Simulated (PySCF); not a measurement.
Isomers of C3H12Ge2Si, from PySCF 2.14.0, PBE0-D3(BJ)/def2-SVP geometry optimisation, gas phase. One conformer each, no zero-point energy, no frequencies.

Question: Which is lower in electronic energy at this level?
A. `[SiH3:1][Ge@@H:2]([GeH3:3])[CH:4]1[CH2:5][CH2:6]1` with Si1–Ge2–C4–C5 82°: A = 1399, B = 872.8, C = 576.5 MHz, dipole 1.04 D
B. `[CH2:1]=[CH:2][Ge@@H:3]([CH3:4])[GeH2:5][SiH3:6]` with C1–C2–Ge3–C4 -127°, C2–Ge3–Ge5–Si6 -60°: A = 1579, B = 817.9, C = 726.0 MHz, dipole 0.89 D

Answer: B. That is `C=[CH][Ge@@H]([CH3])[GeH2][SiH3]`, 5.2 kcal/mol below the other.

```csv
SMILES,mapped SMILES,E (Eh),relative (kcal/mol),relative (kJ/mol),dipole (D)
C=[CH][Ge@@H]([CH3])[GeH2][SiH3],[CH2:1]=[CH:2][Ge@@H:3]([CH3:4])[GeH2:5][SiH3:6],-4563.54223,0.0,0.0,0.89
[SiH3][Ge@@H]([GeH3])[CH]1CC1,[SiH3:1][Ge@@H:2]([GeH3:3])[CH:4]1[CH2:5][CH2:6]1,-4563.53393,5.2,21.8,1.04
```

As drawn, the lower has a C=C bond outside aromatic rings, which the higher lacks; the higher has a three-membered ring, which the lower lacks.
